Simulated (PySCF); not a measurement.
C3H9NO2Si2.
Geometry (GFN2-xTB, Å), atoms numbered from 1 in this order:
```
atom  x, y, z in Å
N1    -2.1962   -0.5862    1.3352
C2    -1.6996    0.0541    0.1275
C3    -0.1963    0.2922    0.2474
Si4    0.6282    1.5207   -0.9610
O5     2.1475    0.9023   -0.9332
Si6    2.4594   -0.5587   -0.2471
C7     0.6187   -0.9819    0.1496
O8     0.1286   -2.0889    0.1905
H9    -3.1953   -0.7472    1.2642
H10   -1.7467   -1.4919    1.4329
H11   -1.8886   -0.5324   -0.7880
H12   -2.2148    1.0144    0.0216
H13   -0.0011    0.6709    1.2588
H14    0.7300    2.8768   -0.4422
H15    0.1205    1.4113   -2.3243
H16    3.0236   -1.4121   -1.2792
H17    3.2753   -0.3315    0.9374
```

Method used: TDDFT B3LYP/def2-SVPD, vertical, gas phase, core orbitals frozen in the response (PySCF 2.14.0, density-fitted response routines).

Kohn–Sham orbitals with the atoms that hold most of them (Löwdin shares over 4%, at most four atoms; ? is withheld):

| orbital | ε (eV) | atoms |
| --- | --- | --- |
| LUMO+2 | 0.12 | Si6 22%, Si4 20%, C7 8%, H17 7% |
| LUMO+1 | -0.45 | Si6 19%, Si4 16%, O5 10%, C7 8% |
| LUMO | -1.79 | C7 34%, O8 29%, Si6 10%, C3 8% |
| HOMO | ? | ? |
| HOMO-1 | -6.86 | ? |
| HOMO-2 | -8.58 | O5 34%, Si4 14%, H15 12%, C3 10% |
| HOMO-3 | -8.86 | O5 21%, C3 20%, Si4 16%, H14 9% |

Question: Which atoms hold the HOMO-1, and with what shares?

Answer: N1 (bonded to C and 2 H) 42%; O8 (bonded to C) 15%; C2 (bonded to C, N and 2 H) 10%; C3 (bonded to 2 C, Si and H) 6%. By element: nitrogen 42%, carbon 16% or more, oxygen 15% or more.

Question: Which atoms hold the HOMO, and with what shares?

Answer: O8 (bonded to C) 32%; N1 (bonded to C and 2 H) 22%; C7 (bonded to C, O and Si) 10%; C3 (bonded to 2 C, Si and H) 8%. By element: oxygen 32% or more, nitrogen 22%, carbon 18% or more.

Question: What is the HOMO energy, and the HOMO–LUMO gap?

Answer: ε(HOMO) = -6.58 eV; the gap is 4.79 eV (0.1760 hartree).

Question: How does S1 compare with the orbital gap of 4.79 eV?

Answer: S1 is at 3.28 eV (f = 0.0015), 1.51 eV below the gap, made of HOMO→LUMO (78%), HOMO-1→LUMO (20%). Without the coupling terms of the response equations the lowest excitation would equal the gap.

Question: One configuration dominates each of S1, S2, S3, S4 and S5. Which, and how do the shares of the two leading atoms of either orbital change from the occupied to the empty one?

Answer: 
- S1 (3.28 eV, f 0.0015), HOMO→LUMO (78%): O8 32% → 29%, N1 22% → at most 8%, C7 10% → 34%
- S2 (4.13 eV, f 0.0005), HOMO-1→LUMO (79%): N1 42% → at most 8%, O8 15% → 29%, C7 at most 6% → 34%
- S3 (5.23 eV, f 0.0067), HOMO→LUMO+1 (90%): O8 32% → at most 8%, N1 22% → at most 8%, Si6 at most 8% → 19%, Si4 at most 8% → 16%
- S4 (5.62 eV, f 0.0019), HOMO-1→LUMO+1 (84%): N1 42% → at most 8%, O8 15% → at most 8%, Si6 at most 6% → 19%, Si4 at most 6% → 16%
- S5 (5.82 eV, f 0.014), HOMO-2→LUMO (84%): O5 34% → at most 8%, Si4 14% → at most 8%, C7 at most 10% → 34%, O8 at most 10% → 29%

Löwdin shares depend on the basis, the more so with diffuse functions.

One conformer stands for the species.
